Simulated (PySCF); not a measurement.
IrO₄, SMILES [O]=[Ir+](=[O])(=[O])=[O], charge +1, multiplicity 1.

The structure is a stationary point at PBE0-D3(BJ)/def2-SVP. The spin state was assumed, not searched. The def2 effective core potentials stand for the cores of Ir; spin–orbit coupling is left out.

Calculation: TDDFT-CAM-B3LYP/def2-SVPD (PySCF 2.14.0).

Vertical excitations; the highest root listed may be one member of a degenerate set. The molecule is in vacuum. State labels are in the subgroup D2.

Computed lowest excited states:
```json
[
 {"state": "S1", "symmetry": "B2", "energy (eV)": "3.06", "λ (nm)": "406", "f": "0.000", "main pairs": "HOMO−1→LUMO (degenerate set)"},
 {"state": "S2", "symmetry": "B1", "energy (eV)": "3.06", "λ (nm)": "406", "f": "0.000", "main pairs": "HOMO−2→LUMO+1, HOMO−2→LUMO (degenerate set)"},
 {"state": "S3", "symmetry": "B3", "energy (eV)": "3.06", "λ (nm)": "406", "f": "0.000", "main pairs": "HOMO→LUMO+1 (degenerate set)"},
 {"state": "S4", "symmetry": "B1", "energy (eV)": "3.65", "λ (nm)": "340", "f": "0.004", "main pairs": "HOMO−2→LUMO, HOMO−2→LUMO+1, HOMO−5→LUMO+1, HOMO−5→LUMO (degenerate set)"},
 {"state": "S5", "symmetry": "B3", "energy (eV)": "3.65", "λ (nm)": "340", "f": "0.004", "main pairs": "HOMO→LUMO, HOMO−3→LUMO+1 (degenerate set)"},
 {"state": "S6", "symmetry": "B2", "energy (eV)": "3.65", "λ (nm)": "340", "f": "0.004", "main pairs": "HOMO−1→LUMO+1, HOMO−4→LUMO (degenerate set)"},
 {"state": "S7", "symmetry": "B3", "energy (eV)": "3.87", "λ (nm)": "320", "f": "0.000", "main pairs": "HOMO−3→LUMO (degenerate set)"},
 {"state": "S8", "symmetry": "B1", "energy (eV)": "3.87", "λ (nm)": "320", "f": "0.000", "main pairs": "HOMO−5→LUMO, HOMO−5→LUMO+1 (degenerate set)"},
 {"state": "S9", "symmetry": "B2", "energy (eV)": "3.87", "λ (nm)": "320", "f": "0.000", "main pairs": "HOMO−4→LUMO+1 (degenerate set)"},
 {"state": "S10", "symmetry": "B1", "energy (eV)": "4.80", "λ (nm)": "258", "f": "0.016", "main pairs": "HOMO−5→LUMO+1 29 %, HOMO−5→LUMO 20 %, HOMO−2→LUMO 16 %, HOMO−2→LUMO+1 11 %"},
 {"state": "T1", "symmetry": "B1", "energy (eV)": "2.27", "λ (nm)": "547", "f": "0", "main pairs": "HOMO−2→LUMO, HOMO−2→LUMO+1 (degenerate set)"},
 {"state": "T2", "symmetry": "B3", "energy (eV)": "2.27", "λ (nm)": "547", "f": "0", "main pairs": "HOMO→LUMO (degenerate set)"},
 {"state": "T3", "symmetry": "B2", "energy (eV)": "2.27", "λ (nm)": "547", "f": "0", "main pairs": "HOMO−1→LUMO+1 (degenerate set)"},
 {"state": "T4", "symmetry": "B2", "energy (eV)": "2.70", "λ (nm)": "459", "f": "0", "main pairs": "HOMO−1→LUMO 87 %"}
]
```
Triplets are in the Tamm–Dancoff approximation, which puts them higher than full response would, so one can lie above its singlet here.
